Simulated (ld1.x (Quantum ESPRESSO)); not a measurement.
zirconium (Zr): one change to a TM potential, before and after

| Property | Result |
| --- | --- |
| Element | Zr (Z = 40) |
| Generator | ld1.x (Quantum ESPRESSO) 7.5 |
| Type | norm-conserving Troullier–Martins (Kleinman–Bylander form) |
| Functional | PBEsol |
| Relativity | scalar-relativistic |
| Frozen core | [Kr] |
| Valence charge | 4 |
| Reference configuration | 4d2 5s2 5p0 |
| Partial waves | 5s (bound): rc 2.40 bohr; 5p (bound, empty): rc 3.25 bohr; 4d (bound): rc 1.90 bohr |
| Local potential | all-electron potential smoothed inside 1.60 bohr (lloc = -1) |
| Core correction | Bessel-smoothed model core, default radius (core density twice the valence density) |

All-electron outer shells of the reference configuration (PBEsol, scalar-relativistic, ld1.x):

```csv
shell,level (eV),outermost node (bohr),outermost maximum (bohr)
4s,-54.46,0.55,1.08
4p,-32.43,0.56,1.17
5s,-4.46,1.47,3.15
4d,-3.61,0.58,1.61
5p,-1.45,1.70,4.10
```

Change: core correction none.

Cutoffs: the cutoffs (Ry, on a coarse ladder) from which the occupation-weighted sum of valence levels, in a spherical-Bessel basis at the reference potential, stays within 10 and 1 mRy of its value at 400 Ry; they do not see the model core or the augmentation charge, which bear on the density cutoff. Errors are all-electron minus pseudo energies relative to the spin-unpolarised reference configuration.

Problem. What does the change do?

Solution. The potential gets neither clearly harder nor softer (30 Ry and 40 Ry → 30 Ry and 40 Ry); both files keep a bound ghost (p, s); the number of tests that count goes from 6 to 7; of the 6 tests that both files solve, the error grows in 2 and shrinks in 4 by more than 15 % and 0.3 meV (median size 25.5 → 8.4 meV). The default core radius of the base comes out at 1.99 bohr.

```csv
quantity,base,changed
"cutoff, loose",30 Ry,30 Ry
"cutoff, tight",40 Ry,40 Ry
bound ghosts,"s, p","s, p"
"tests counted (converged, no solver errors)",6 of 7,7 of 7
"error for 4d2 5s1 5p0, meV [ΔE 7.17 eV]",-3.5,-5.9
"error for 4d2 5s0 5p0, meV [ΔE 20.08 eV]",-35,+28
"error for 4d1 5s0 5p0, meV [ΔE 42.66 eV]",-296,+141
"error for 4d3 5s0 5p0, meV [ΔE 7.55 eV]",-104,+11
"error for 4d2 5s1.5 5p0, meV [ΔE 2.90 eV]",-0.9,-1.5
"error for 4d2.5 5s1.5 5p0, meV [ΔE 0.52 eV]",-16,+1.5
s: phases at 3.55 bohr within 0.05 rad from the reference energy up to (Ry; the scan ends near 5),0.9,0.9
p: phases at 3.55 bohr within 0.05 rad from the reference energy up to (Ry; the scan ends near 5),1.6,1.6
d: phases at 3.55 bohr within 0.05 rad from the reference energy up to (Ry; the scan ends near 5),4.8,4.8
```

Base: Tests not counted: 4d1 5s2 5p1 (solver errors, printed error -2.3 eV). Changed file: These tests converged, but a pseudo level misses the all-electron one widely, so the file describes the atom poorly there or has found another state: 4d2 5s0 5p0: empty 5p by 2.2 eV (a node warning on the way). ld1.x printed “convergence not achieved” for 4 of the counted tests; their residual had stalled under 1e-8, short of the target of 1e-14. A true bound ghost makes a file unfit for plane-wave use even where its test errors are small: the radial tests pick states by their node count and pass the ghost by. Where a test does run into it, the solver fails or the error is huge.
